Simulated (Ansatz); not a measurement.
Relaxation of CH5BF4 (11 atoms, charge 0, multiplicity 1), to a largest force component of 0.03 eV/Å in at most 50 steps.

The calculation used RKS r2SCAN/6-31G* (Ansatz).

```xyz
11
Properties=species:S:1:pos:R:3
B -1.460 -0.414 0.507
C 0.863 -0.048 -1.201
F -1.984 -1.237 -0.376
F -1.736 0.868 0.497
H 0.712 0.575 2.184
F -0.703 -0.937 1.516
H 0.847 0.398 -0.214
F 0.818 1.369 1.740
H -0.138 -0.268 -1.582
H 1.332 0.666 -1.884
H 1.448 -0.972 -1.185
```

Q: Where does it end, and by what steps?

A: It converged. The force dipped under the threshold on the way, but the program's further checks kept it going. After 11 steps the energy has fallen by 0.098 eV; F4 moved furthest, 0.34 Å.

```tsv
step	energy less start (eV)	largest force component (eV/Å)	accepted
0	0.0000	1.095	yes
1	-0.0038	1.547	yes
2	0.0462	1.412	no
3	-0.0644	0.919	yes
4	-0.0862	0.456	yes
5	-0.0922	0.177	yes
6	-0.0957	0.094	yes
7	-0.0973	0.030	yes
8	-0.0960	0.255	no
9	-0.0978	0.028	yes
10	-0.0973	0.111	no
11	-0.0980	0.021	yes
```

```xyz
11
Properties=species:S:1:pos:R:3
B -1.548 -0.389 0.617
C 0.975 -0.038 -1.255
F -2.118 -1.154 -0.289
F -1.913 0.859 0.784
H 0.535 0.451 1.964
F -0.620 -0.920 1.416
H 0.950 0.556 -0.337
F 0.772 1.345 1.815
H -0.033 -0.331 -1.568
H 1.426 0.560 -2.052
H 1.574 -0.940 -1.094
```

Whether the end is a true minimum wasn't checked by a vibrational analysis.

Time of the run: 25 s on 2 threads of Intel(R) Xeon(R) Platinum 8488C (Sapphire Rapids) (shared host), peak memory 0.18 GiB.
